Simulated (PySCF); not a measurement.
Two species compared at the same levels of theory.

First species: H8N2Si2.
SMILES with atom numbers: `[NH2:1][SiH2:2][NH:3][SiH3:4]` (hydrogens: H5, H6 on N1; H7, H8 on Si2; H9 on N3; H10, H11, H12 on Si4)

Second species: C₅H₅NOS.
InChI=1S/C5H5NOS/c1-4-6-2-5(3-7)8-4/h2-3H,1H3

Levels: PBE0/def2-SVPD for dipole moment, HOMO energy, LUMO energy, HOMO–LUMO gap, static isotropic polarisability and electronic spatial extent ⟨r²⟩ about the centre of nuclear charge; TDDFT PBE0/def2-SVPD for lowest singlet excitation; TDA PBE0/def2-SVPD for lowest triplet excitation (Tamm–Dancoff); GFN2-xTB for rotational constant A and rotational constant C. Geometries: GFN2-xTB. Each species is one conformer at its optimised geometry, gas phase, non-relativistic unless stated; the electronic structure was computed with PySCF and density fitting.

The conformers computed, where there is a choice (atom-mapped SMILES and torsion angles):
- `[NH2:1][SiH2:2][NH:3][SiH3:4]`: N1–Si2–N3–Si4 174°, H–N1–Si2–N3 175°, H–N1–Si2–N3 -51°
- `[CH3:1][c:2]1[n:3][cH:4][c:5]([CH:6]=[O:7])[s:8]1`: C4–C5–C6–O7 180°

Values for the first species:

| Item | Value |
| --- | --- |
| Dipole moment | 1.34 D |
| HOMO energy | -7.35 eV |
| LUMO energy | 0.17 eV |
| HOMO–LUMO gap | 7.52 eV |
| Lowest singlet excitation | 6.15 eV |
| Lowest triplet excitation (Tamm–Dancoff) | 5.83 eV |
| Static isotropic polarisability | 69.1 au |
| Electronic spatial extent ⟨r²⟩ about the centre of nuclear charge | 712 bohr² |
| Rotational constant A | 15.412 GHz |
| Rotational constant C | 1.757 GHz |

(1) Estimate the same properties for the second species, and the change in each.

Results:

(1) 
| property | first | second | second less first |
| --- | --- | --- | --- |
| dipole moment | 1.34 D | 2.89 D | +1.55 D |
| HOMO energy | -7.35 eV | -7.64 eV | -0.29 eV |
| LUMO energy | 0.17 eV | -2.30 eV | -2.47 eV |
| HOMO–LUMO gap | 7.52 eV | 5.34 eV | -2.18 eV |
| lowest singlet excitation | 6.15 eV | 3.65 eV | -2.50 eV |
| lowest triplet excitation (Tamm–Dancoff) | 5.83 eV | 3.07 eV | -2.76 eV |
| static isotropic polarisability | 69.1 au | 88.3 au | +19.2 au |
| electronic spatial extent ⟨r²⟩ about the centre of nuclear charge | 712 bohr² | 1139 bohr² | +427 bohr² |
| rotational constant A | 15.412 GHz | 4.585 GHz | -10.827 GHz |
| rotational constant C | 1.757 GHz | 0.979 GHz | -0.778 GHz |

On the first: In wavenumbers S1 is 49600 cm⁻¹ (1 eV = 8065.54 cm⁻¹). The principal polarisabilities are 61.7, 65.1 and 80.5 au; their mean is the isotropic value.

On the second: The principal polarisabilities are 53.3, 89.3 and 122.2 au; their mean is the isotropic value. The dipole equals about 9.7 × 10⁻³⁰ C·m (1 D = 3.33564 × 10⁻³⁰ C·m).
